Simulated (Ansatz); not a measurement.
`[NH2][Mg][Br]` + HBr → `[Br][Mg][Br]` + NH₃ at 600 K and 1 bar (ligand exchange at a Mg–N bond).

Calculated with Ansatz (gas phase, PBE0-D4/def2-TZVP geometries, no zero-point term in ΔE). CBS: MP2 limit from def2 TZ/QZ plus the TZ coupled-cluster correction, frozen cores. This one scheme is used for every species. For Br, Mg outer-core shells are correlated without core-valence functions, which leaves a few kJ/mol of doubt a bond. Scalar relativity is left out up to krypton. Each species was taken in one conformer, which may not be the lowest.

| species | CCSD(T)/CBS energy (Eh) | H − E (kJ/mol) | S (J/(mol·K)) |
| --- | --- | --- | --- |
| `[NH2][Mg][Br]` | -2829.22045 | 105.5 | 355.7 |
| HBr | -2573.91920 | 33.5 | 219.1 |
| `[Br][Mg][Br]` | -5346.68760 | 38.2 | 337.0 |
| NH₃ | -56.50880 | 112.4 | 219.5 |

H − E and S are ideal-gas, rigid-rotor, harmonic terms from PBE0-D4/def2-TZVP, for one conformer and one mirror image of each species. 1 Eh = 2625.50 kJ/mol, R = 8.31446 J/(mol·K).

Problem. By hand: ΔE, ΔH, ΔS and ΔG.

Solution. ΔE = (-5346.68760) + (-56.50880) − (-2829.22045) − (-2573.91920) = -0.05675 Eh = -149.0 kJ/mol. Δ(H − E) = 38.2 + 112.4 − 105.5 − 33.5 = 11.6, so ΔH = -137.4 kJ/mol. ΔS = 337.0 + 219.5 − 355.7 − 219.1 = -18.3 J/(mol·K). ΔG = -137.4 − 600 × (-18.3)/1000 = -126.4 kJ/mol.

Problem. By hand: the equilibrium constant, and the temperature at which ΔG would vanish if ΔH and ΔS stayed fixed.

Solution. log₁₀ K = −ΔG/(RT ln 10) = 11.0. ΔG = 0 at ΔH/ΔS = 7508 K, far beyond where these terms or the molecules hold.

ΔH outweighs TΔS. A doubt of 5 kJ/mol in ΔE shifts log₁₀ K by 0.4 here. Other conformers and mirror images would add mixing entropy, several J/(mol·K) or more a flexible species. These are equilibria of isolated gas molecules and say nothing of rates. Largest T1 diagnostic: 0.007 (customary marks: 0.02 for closed shells, 0.045 for open ones).
